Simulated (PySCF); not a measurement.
# Electronic structure of Ho⁺ (holmium, charge +1) at the PBE level

Configuration: [Xe] 4f11 5d1, one real determinant (an excited configuration). All numbers are calculated (PySCF 2.14, the spin-free X2C one-electron Hamiltonian (Gaussian nucleus), in x2c-TZVPPall with one added diffuse shell each of s, p, d, f type (12s8p8d5f2g, 129 functions)).

| Quantity | Value |
| --- | --- |
| Total energy | -12615.57 hartree |
| One-electron energy | -17273.82 hartree |
| Hartree (Coulomb) energy | 4932.62 hartree |
| Exchange-correlation energy | -274.37 hartree |
| ⟨S²⟩ | 6.0019 |
| ⟨L²⟩ | 40.019 |
| Sum of ⟨r⟩ | 38.97 bohr |
| Sum of ⟨r²⟩ | 49.51 bohr² |
| Traceless quadrupole moment −½Σ⟨3z² − r²⟩ along its main axis | -2.97 e·bohr² |
| Langevin diamagnetic susceptibility | -39.2 ×10⁻⁶ cm³/mol |
| Time after the integrals | of the order of 9 core-seconds |

```
shell  electrons  mean orbital energy (eV)  spread (eV)  rms radius, mean of both spins (bohr)
 1s α          1                  -55346.1            0                                 0.0236
 1s β          1                  -55346.1            0                                 0.0236
 2s α          1                   -9262.2            0                                 0.0953
 2s β          1                   -9262.2            0                                 0.0953
 2p α          3                   -8224.9        0.033                                 0.0858
 2p β          3                   -8224.8        0.017                                 0.0858
 3s α          1                   -2073.5            0                                  0.246
 3s β          1                   -2072.3            0                                  0.246
 3p α          3                   -1755.1        0.273                                  0.246
 3p β          3                   -1753.9        0.182                                  0.246
 3d α          5                   -1341.9        0.377                                  0.225
 3d β          5                   -1340.9        0.154                                  0.225
 4s α          1                   -414.38            0                                  0.552
 4s β          1                   -411.66            0                                  0.552
 4p α          3                   -309.14        0.392                                  0.586
 4p β          3                   -306.45        0.204                                  0.586
 4d α          5                   -164.78        0.797                                  0.643
 4d β          5                   -162.12        0.179                                  0.643
 5s α          1                   -55.688            0                                   1.36
 5s β          1                   -54.139            0                                   1.36
 5p α          3                   -31.359        0.122                                   1.63
 5p β          3                   -30.078        0.468                                   1.63
 4f α          7                    -9.006        1.052                                   1.01
 4f β          4                    -7.143        0.412                                   1.01
 5d α          1                    -6.437            0                                   3.29
```

⟨L²⟩ = 40.02 against 72 for a pure L term, so this real determinant mixes terms. Spin-orbit coupling, absent here, splits the open shell strongly.

Densities and radii are taken from the X2C orbitals without a picture-change correction, which distorts them close to the nucleus.
